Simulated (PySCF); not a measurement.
C₄H₇BO, SMILES C1OB(C)CC=1. Coordinates come from a PBE-D3(BJ)/def2-SVP optimisation. The structure was generated by enumeration, and PubChem lists no compound with its InChIKey, so it may never have been made. Other conformers were not sampled.

Computed equilibrium geometry at PBE-D3(BJ)/def2-SVP (PySCF confirms it by a frequency run) as Cartesian coordinates in Å, and its point group (one conformer of several):
point group Cs.
```xyz
13

C      0.0010    -2.2784     0.0000
B     -0.0355    -0.7115     0.0000
C     -1.2558     0.3139     0.0000
C     -0.5165     1.6287     0.0000
C      0.8093     1.3841     0.0000
O      1.1426     0.0300     0.0000
H     -0.5364    -2.6830    -0.8845
H      1.0311    -2.6846     0.0000
H     -0.5364    -2.6830     0.8845
H     -1.9233     0.1859    -0.8829
H     -1.9233     0.1859     0.8829
H     -0.9659     2.6311     0.0000
H      1.6633     2.0756     0.0000
```
